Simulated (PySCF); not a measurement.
Sn(F)3(Ph), SMILES [F][Sn]([F])([F])[c]1ccccc1 (C6H5F3Sn) at its GFN2-xTB optimised geometry (Å):

```
15

F     -3.5028    -0.8923    -1.6048
Sn    -2.6480    -0.0015     0.0000
F     -3.4214    -0.9999     1.5891
F     -3.3900     1.8892     0.0000
C     -0.4049    -0.0015     0.0000
C      0.2334     1.1114    -0.4867
C      1.6225     1.1013    -0.4836
C      2.3105     0.0003    -0.0033
C      1.6252    -1.1009     0.4801
C      0.2361    -1.1131     0.4867
H     -0.3125     1.9670    -0.8570
H      2.1558     1.9614    -0.8591
H      3.3900     0.0009    -0.0047
H      2.1605    -1.9593     0.8565
H     -0.3073    -1.9670     0.8643
```

Computed with PBE0/def2-TZVP, def2 effective core potentials past Kr (PySCF 2.14.0). The core electrons that the potentials of Sn replace are not part of the density. Cells within 0.4 Å of a nucleus heavier than hydrogen are left out (blank, or x).

Map of the electrostatic potential (hartree/e), clipped to [-0.08, 0.12] on the plane z = 0.0 Å:

```
|2222222222233333333333333333333|
|2222222222233333333333333333333|
|2222222222233333333333333333333|
|2211111222233333333444444333333|
|1111111122233333444444444443333|
|1111000112233344444444444444333|
|1100000011233444444444444444433|
|1000011001234455444455544444443|
|1000299611345566555556554444444|
|100099x952455688877787655444444|
|10019xx995666899999999765544444|
|1111999999988999999999965554444|
|2223799999999999999999986655444|
|2236999999999999999999999975544|
|23589999x99999x999999x999996544|
|2359999xx9999xx999999xx99997544|
|23589999x99999x999999x999996544|
|2246999999999999999999999975544|
|2234799999999999999999986655444|
|1122479999998999999999965554444|
|1112245799877899999999765544444|
|1111223556666788877787655444444|
|1111223344555666555556554444444|
|1111222334445555444455544444443|
|2222222333444444444444444444433|
|2222222233344444444444444444333|
|2222222233333444444444444443333|
|2222222233333333444444444333333|
|2222222233333333333333333333333|
|2222222233333333333333333333333|
|2222222233333333333333333333333|
```
Scale: ten equal steps from -0.054 (start of '0') to 0.120 (end of '9'), in the order '0123456789'; x runs from -5.50 to 5.50, y from -5.50 (bottom) to 5.50 (top).
